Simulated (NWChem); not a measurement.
Relativistic effects in GeI

```xyz
2

Ge     0.0000     0.0000     1.5796
I      0.0000     0.0000    -0.9537
```
Charge 0, spin multiplicity 2.

The numbers come from NWChem runs, not from measurements. Structure: optimised with UPBE0/def2-SVP with def2 effective core potentials on I, a minimum by its harmonic frequencies.

Functional PBE0, all-electron basis x2c-SVPall-2c, contracted for the X2C Hamiltonian and used here with ZORA. The ion keeps the geometry and has multiplicity 1 in the scalar run; the spin-orbit run starts from the same electron counts.

Relative cost: rough, from shared machines, SCF included, scalar ZORA = 1.

This spin state was chosen for the runs; another may lie lower. The structure started from a generated list of species. The stability of the SCF solutions was not checked.

| Hamiltonian | ΔSCF ionisation energy (eV) | relative cost |
|---|---|---|
| scalar ZORA | 7.29 | 1 |
| spin-orbit ZORA | 7.34 | under 3 |

From scalar ZORA to spin-orbit ZORA the ionisation energy goes up by 0.05 eV.
